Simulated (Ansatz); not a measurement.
In(PF3)H3 (InPH₃F₃), relaxed as a singlet with RKS r2SCAN-D4/def2-SVP in Ansatz, starting from the GFN2-xTB geometry. Force threshold 0.02 eV/Å.

In the def2 sets In takes a core potential; there is no spin–orbit coupling.

Start:

```xyz
8

In    1.0368    0.7478   -0.9732
P    -0.8076   -0.2137    0.8833
F    -2.3618   -0.3305    1.1838
F    -0.3538   -1.0976    2.1175
F    -0.8085   -1.4300   -0.1320
H     2.0299   -0.5834   -0.5808
H     1.3883    2.2660   -0.2822
H    -0.1233    0.6413   -2.2165
```

| step | energy (eV) | largest force component (eV/Å) | SCF passes |
| --- | --- | --- | --- |
| 1 | -22651.1990 | 1.297 | 24 |
| 2 | -22651.4368 | 0.719 | 33 |
| 3 | -22651.5074 | 0.735 | 33 |
| 4 (rejected) | -22651.3937 | 3.237 | 33 |
| 5 | -22651.5384 | 0.159 | 29 |
| 6 | -22651.5482 | 0.136 | 28 |
| 7 | -22651.5590 | 0.068 | 29 |
| 8 | -22651.5597 | 0.332 | 32 |
| 9 | -22651.5619 | 0.227 | 28 |
| 10 | -22651.5706 | 0.040 | 28 |
| 11 | -22651.5711 | 0.029 | 28 |
| 12 | -22651.5712 | 0.023 | 28 |
| 13 | -22651.5712 | 0.009 | 28 |

Force components are those of the run's own axes.

End:

```csv
atom,x (Å),y (Å),z (Å)
In1,1.075,0.809,-0.994
P2,-0.746,-0.558,0.686
F3,-2.150,0.112,1.007
F4,-0.292,-0.901,2.168
F5,-1.256,-1.997,0.247
H6,2.266,-0.438,-0.837
H7,1.124,2.182,0.059
H8,-0.019,0.790,-2.336
```

By distances, no bond broke or formed. The bond that changes most is In1–P2, from 2.79 to 2.83 Å (atoms count from 1).

No frequencies were taken in this run, so the end may be a saddle point.

Hardware: 4 threads of Intel Xeon on a shared host. Wall time 70 s.
